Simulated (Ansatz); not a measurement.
```yaml
crystal:
  periodic: [false, false, false]
  atoms:
    - {symbol: O, position_ang: [-0.772644, 1.019433, -3.297263]}
    - {symbol: C, position_ang: [-0.524256, 0.613188, -2.243667]}
    - {symbol: N, position_ang: [-0.271843, 0.102248, -1.177838]}
    - {symbol: Ge, position_ang: [0.105379, 0.654073, 0.480293]}
    - {symbol: F, position_ang: [-1.170147, 1.601519, 1.095393]}
    - {symbol: F, position_ang: [1.479032, 1.662139, 0.472902]}
    - {symbol: N, position_ang: [0.395923, -0.710702, 1.585206]}
    - {symbol: C, position_ang: [0.407939, -1.916059, 1.522142]}
    - {symbol: O, position_ang: [0.439216, -3.072139, 1.545632]}
basis:
  gaussian: {orbitals: def2-TZVPP}
hamiltonian: {xc: {name: HF}}
correlation: {active_space: {window: {electrons: 3, orbitals: 2}}}
accuracy: high
output: {forces: true}
```

```sh
$ ansatz run in.yaml --threads 4 --pin off --events-out ev --progress --plain --max-ram 11315MiB
```

Output, abridged:

```
Functional definition: HF
4818 factors; integrals over basis functions are off by at most 1.5e-7 eV
mean field evaluation 1: about -70988.0041 eV, gradient 6.1e1 eV
mean field evaluation 2: about -70988.3375 eV, gradient 6.1e1 eV
mean field evaluation 4: about -70994.5451 eV, gradient 5.5e0 eV
mean field evaluation 8: about -70994.6308 eV, gradient 7.0e-1 eV
mean field evaluation 16: about -70994.6321 eV, gradient 2.3e-8 eV
mean field -70994.63213943 eV, -2609.0046092340 hartree, gradient 2.3e-8 eV, S^2 0.000000; 0 other end points of the search recorded, 0 dependent functions left out
reference -70994.63213943 eV, -2609.0046092340 hartree; 46, 46 occupied and 250, 250 virtual orbitals, 4818 factors
Error: 3 electrons in 2 orbitals form no window around the highest filled level of the reference
```

Task: Something in this input is off. What?

Result: The active space doesn't fit the electrons. The run stopped with an error.
